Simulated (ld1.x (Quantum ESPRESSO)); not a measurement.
# Configuration tests for K (Z = 19) (ultrasoft)

K (Z = 19), ultrasoft, made with ld1.x (Quantum ESPRESSO) 7.5 (LDA (PZ), scalar-relativistic). Core [Ne], reference 3s2 3p6 4s1 4p0. Waves: 3s (bound): rcut 1.70, rcutus 2.05 bohr; 4s (bound): rcut 1.70, rcutus 2.05 bohr; 3p (bound): rcut 2.00, rcutus 2.50 bohr; 4p (bound, empty): rcut 2.00, rcutus 2.50 bohr; 3d channel at -0.1 Ry: rcut 2.15, rcutus 2.40 bohr; 3d channel at 0.5 Ry: rcut 2.15, rcutus 2.40 bohr; 4f channel at -0.2 Ry: rcut 1.80, rcutus 2.35 bohr; 4f channel at 0.55 Ry: rcut 1.80, rcutus 2.35 bohr. Local part: all-electron potential smoothed inside 1.75 bohr (lloc = -2). Core correction: none. Augmentation charge: PSQ, inside the norm-conserving radii.

Energies are relative to the spin-unpolarised reference configuration 3s2 3p6 4s1 4p0; without spin polarisation the order of configurations can differ from experiment. Spin-polarised rows fill each open shell by Hund’s rule, majority spin first. Not all tests gave a result: 1 of 7 tests not solved or not reliable. Left out of the table: 3s1 3p6 4s1 4p0 (solver errors, printed error -483 eV).

| valence configuration | charge | ΔE all-electron (eV) | error AE − PS (meV) |
| --- | --- | --- | --- |
| 3s2 3p6 4s0.5 4p0 | +0.5 | 1.710 | 0.0 |
| 3s2 3p6 4s0 4p1 | 0 | 1.630 | -0.6 |
| 3s2 3p5 4s1 4p0 | +1 | 24.963 | +19 |
| 3s2 3p6 4s1 4p0 (spin-polarised) | 0 | -0.140 | +0.1 |
| 3s2 3p6 4s0.5 4p0 (spin-polarised) | +0.5 | 1.660 | 0.0 |

Problem. What are ΔE and the potential's error for 3s2 3p6 4s0 4p0?

Solution. ΔE = 4.407 eV all-electron; the error (AE − PS) is 0.0 meV.

Levels in the configuration 3s2 3p6 4s0 4p1:

| level | all-electron (eV) | pseudo (eV) |
| --- | --- | --- |
| 3s | -36.680 | -36.704 |
| 3p | -20.314 | -20.332 |
| 4p | -1.410 | -1.410 |
